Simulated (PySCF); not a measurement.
Computed shifts of a molecule C₃H₆OSi, PBE/pcSseg-1 (PySCF), GIAO, gas phase, atoms alike by connectivity averaged where their shifts nearly agree, in ppm (number of nuclei): ¹³C: 226.5 (1), 144.0 (1), 132.7 (1). ²⁹Si: -95.0 (1). ¹H: 7.20 (1), 6.64 (1), 5.80 (1), 4.35 (3). References: ¹³C against TMS (σ = 182.0 ppm); ¹⁷O against H2O (σ = 334.3 ppm); ²⁹Si against TMS (σ = 335.4 ppm); ¹H against TMS (σ = 31.49 ppm), references at their B3LYP-D3(BJ)/def2-TZVP geometries, non-relativistic. Geometry: ωB97X-D3(BJ)/def2-SVP. One conformer was computed; it need not be the lowest.

### Question
Pick the molecule that these values belong to.
A) O=C1CC[SiH2]1
B) C=CC(=O)[SiH3]
C) C=C1OC[SiH2]1
D) C=C[SiH2]C=O

### Answer
B, C=CC(=O)[SiH3]
